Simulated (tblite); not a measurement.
C7H15B.
Numbering: `[CH3:1][CH2:2][CH2:3][BH:4][CH:5]1[CH2:6][CH2:7][CH2:8]1` (hydrogens: H9, H10, H11 on C1; H12, H13 on C2; H14, H15 on C3; H16 on B4; H17 on C5; H18, H19 on C6; H20, H21 on C7; H22, H23 on C8)

Computed with GFN2-xTB (tblite), gas phase: L-BFGS steps from a force-field or distance-geometry start until the largest atomic force falls under 0.01 eV/Å.

Step 51: E = -648.6923 eV
```
atom  x, y, z in Å  |  force x, y, z in eV/Å
C1     -3.3686    0.4203    0.1733   -0.141   0.155   0.145
C2     -2.6191   -0.7494   -0.4495   -0.053   0.003  -0.003
C3     -1.2174   -0.8981    0.1501    0.035   0.046   0.051
B4     -0.2293    0.2687   -0.2401    0.036   0.021   0.015
C5      1.1845    0.4375    0.4315   -0.077   0.055  -0.019
C6      2.2427    1.3078   -0.2887   -0.029   0.009   0.058
C7      3.2605    0.1681   -0.1736    0.055  -0.024  -0.021
C8      2.1752   -0.7523    0.3969    0.060  -0.038   0.005
H9     -3.6623    0.1754    1.1996    0.072   0.117  -0.186
H10    -4.2718    0.6593   -0.3958    0.140  -0.087   0.125
H11    -2.7336    1.3102    0.1970   -0.113  -0.154  -0.003
H12    -2.5263   -0.5852   -1.5239   -0.012  -0.030  -0.038
H13    -3.2047   -1.6597   -0.2977    0.030  -0.038  -0.025
H14    -1.2998   -1.0122    1.2353   -0.024   0.042  -0.001
H15    -0.7926   -1.8478   -0.1866    0.055  -0.027  -0.076
H16    -0.5370    1.0342   -1.0743   -0.025   0.002  -0.021
H17     1.0523    0.7703    1.4669    0.006   0.022  -0.044
H18     2.5147    2.2230    0.2330    0.017   0.039  -0.045
H19     1.9806    1.5481   -1.3176   -0.019   0.028   0.036
H20     3.6922   -0.1677   -1.1130    0.021   0.012  -0.071
H21     4.0746    0.3840    0.5166   -0.034  -0.051   0.050
H22     2.4123   -1.1955    1.3594   -0.038  -0.063   0.071
H23     1.8681   -1.5389   -0.2889    0.038  -0.040  -0.004
```

Step 52: E = -648.6950 eV
```
atom  x, y, z in Å  |  force x, y, z in eV/Å
C1     -3.3699    0.4197    0.1747   -0.042   0.062   0.054
C2     -2.6199   -0.7510   -0.4476   -0.037   0.020   0.003
C3     -1.2169   -0.8949    0.1518    0.013   0.012   0.023
B4     -0.2300    0.2720   -0.2419    0.017  -0.005   0.019
C5      1.1833    0.4385    0.4288   -0.039   0.030  -0.005
C6      2.2430    1.3086   -0.2876   -0.009   0.006   0.038
C7      3.2600    0.1678   -0.1734    0.046  -0.023  -0.030
C8      2.1744   -0.7531    0.3954    0.038  -0.023   0.019
H9     -3.6669    0.1786    1.1944    0.012   0.045  -0.015
H10    -4.2636    0.6621   -0.3979   -0.007  -0.056   0.043
H11    -2.7345    1.3030    0.2043   -0.010  -0.021  -0.018
H12    -2.5285   -0.5889   -1.5224   -0.010  -0.024  -0.034
H13    -3.2038   -1.6620   -0.2949    0.031  -0.041  -0.015
H14    -1.3014   -1.0128    1.2363   -0.006   0.049  -0.002
H15    -0.7893   -1.8429   -0.1884    0.050  -0.014  -0.062
H16    -0.5375    1.0333   -1.0795   -0.026   0.010  -0.023
H17     1.0516    0.7697    1.4641   -0.002   0.024  -0.023
H18     2.5189    2.2222    0.2346    0.002   0.045  -0.034
H19     1.9802    1.5519   -1.3157   -0.006   0.023   0.034
H20     3.6920   -0.1664   -1.1127    0.023   0.003  -0.089
H21     4.0747    0.3814    0.5166   -0.035  -0.045   0.058
H22     2.4102   -1.1944    1.3595   -0.040  -0.057   0.061
H23     1.8691   -1.5424   -0.2887    0.036  -0.021  -0.002
```

Step 53: E = -648.6971 eV
```
atom  x, y, z in Å  |  force x, y, z in eV/Å
C1     -3.3704    0.4201    0.1758    0.004   0.015   0.009
C2     -2.6200   -0.7494   -0.4506   -0.030   0.019   0.008
C3     -1.2180   -0.8932    0.1538   -0.017  -0.015  -0.013
B4     -0.2308    0.2742   -0.2381   -0.006  -0.020   0.011
C5      1.1826    0.4380    0.4297    0.013  -0.001   0.011
C6      2.2410    1.3074   -0.2881    0.017   0.003   0.013
C7      3.2600    0.1676   -0.1727    0.030  -0.015  -0.031
C8      2.1750   -0.7548    0.3959    0.017  -0.008   0.021
H9     -3.6477    0.1841    1.2015   -0.011   0.036  -0.003
H10    -4.2725    0.6513   -0.3870   -0.021  -0.043   0.048
H11    -2.7377    1.3048    0.1890   -0.012   0.010  -0.015
H12    -2.5255   -0.5836   -1.5252   -0.013  -0.018  -0.012
H13    -3.2044   -1.6616   -0.3045    0.042  -0.028  -0.003
H14    -1.3094   -1.0153    1.2373    0.014   0.052  -0.008
H15    -0.7868   -1.8395   -0.1895    0.036   0.005  -0.046
H16    -0.5377    1.0345   -1.0771   -0.025   0.009  -0.017
H17     1.0553    0.7685    1.4651   -0.012   0.028  -0.003
H18     2.5184    2.2234    0.2295   -0.006   0.037  -0.024
H19     1.9749    1.5487   -1.3161    0.007   0.015   0.034
H20     3.6950   -0.1661   -1.1111    0.016   0.005  -0.079
H21     4.0725    0.3830    0.5194   -0.035  -0.044   0.054
H22     2.4107   -1.1966    1.3607   -0.043  -0.042   0.040
H23     1.8708   -1.5456   -0.2878    0.035  -0.002   0.002
```

Step 54: E = -648.6990 eV
```
atom  x, y, z in Å  |  force x, y, z in eV/Å
C1     -3.3713    0.4210    0.1769    0.033  -0.028  -0.025
C2     -2.6207   -0.7464   -0.4546   -0.012   0.000   0.000
C3     -1.2196   -0.8917    0.1545   -0.041  -0.030  -0.049
B4     -0.2311    0.2758   -0.2335   -0.025  -0.019  -0.009
C5      1.1828    0.4362    0.4317    0.060  -0.035   0.023
C6      2.2387    1.3056   -0.2883    0.042  -0.002  -0.013
C7      3.2609    0.1671   -0.1722    0.001  -0.002  -0.019
C8      2.1772   -0.7576    0.3980   -0.002   0.008   0.010
H9     -3.6235    0.1912    1.2108   -0.023   0.038  -0.025
H10    -4.2864    0.6368   -0.3719    0.000  -0.028   0.071
H11    -2.7422    1.3083    0.1684   -0.039   0.026  -0.008
H12    -2.5232   -0.5773   -1.5294   -0.017  -0.004   0.018
H13    -3.2043   -1.6608   -0.3165    0.043  -0.014   0.016
H14    -1.3181   -1.0152    1.2371    0.033   0.040  -0.012
H15    -0.7847   -1.8366   -0.1917    0.012   0.030  -0.020
H16    -0.5373    1.0377   -1.0727   -0.019  -0.001  -0.001
H17     1.0600    0.7676    1.4666   -0.022   0.028   0.022
H18     2.5152    2.2265    0.2218   -0.008   0.013  -0.007
H19     1.9671    1.5434   -1.3157    0.023   0.003   0.021
H20     3.6989   -0.1651   -1.1110    0.001   0.011  -0.039
H21     4.0696    0.3847    0.5239   -0.027  -0.042   0.034
H22     2.4123   -1.2015    1.3635   -0.042  -0.009   0.003
H23     1.8751   -1.5497   -0.2858    0.027   0.018   0.007
```

Task: Estimate the geometry and energy of step 55. (The exact step hangs on the optimiser's Hessian estimate; all steps are aligned on step 54, rigid shifts and turns removed.)

Result: E = -648.7000 eV, largest force 0.068 eV/Å
```
atom  x, y, z in Å  |  force x, y, z in eV/Å
C1     -3.3720    0.4213    0.1773    0.039  -0.039  -0.035
C2     -2.6215   -0.7449   -0.4559    0.003  -0.017  -0.009
C3     -1.2206   -0.8916    0.1536   -0.032  -0.020  -0.052
B4     -0.2311    0.2757   -0.2321   -0.019  -0.008  -0.020
C5      1.1838    0.4348    0.4327    0.055  -0.035   0.020
C6      2.2387    1.3047   -0.2881    0.040  -0.006  -0.018
C7      3.2620    0.1667   -0.1722   -0.010   0.002  -0.006
C8      2.1789   -0.7588    0.3994   -0.007   0.011   0.000
H9     -3.6152    0.1953    1.2138   -0.025   0.028  -0.014
H10    -4.2922    0.6302   -0.3652   -0.001  -0.017   0.066
H11    -2.7453    1.3099    0.1607   -0.042   0.038  -0.011
H12    -2.5236   -0.5751   -1.5307   -0.018   0.004   0.022
H13    -3.2036   -1.6607   -0.3208    0.032  -0.014   0.027
H14    -1.3199   -1.0133    1.2363    0.035   0.026  -0.014
H15    -0.7849   -1.8362   -0.1935    0.002   0.035  -0.008
H16    -0.5378    1.0395   -1.0703   -0.012  -0.008   0.010
H17     1.0610    0.7682    1.4669   -0.022   0.021   0.028
H18     2.5138    2.2284    0.2182   -0.004  -0.003   0.004
H19     1.9645    1.5411   -1.3148    0.028  -0.002   0.005
H20     3.7004   -0.1637   -1.1123   -0.005   0.011  -0.007
H21     4.0685    0.3840    0.5266   -0.017  -0.036   0.019
H22     2.4125   -1.2042    1.3652   -0.035   0.010  -0.014
H23     1.8788   -1.5513   -0.2849    0.015   0.020   0.006
```

The energy changes by -0.0010 eV. The first-order estimate −F·Δx gives -0.0013 eV and the mean of the old and new forces, exact on a quadratic surface, -0.0010 eV. The step makes an angle of 73° with the force vector and moves no atom by more than 0.011 Å.

The cost below is that of the whole relaxation. Time: 2.3 s of wall time. Hardware: one thread, Arm Neoverse N1 (aarch64), shared host.
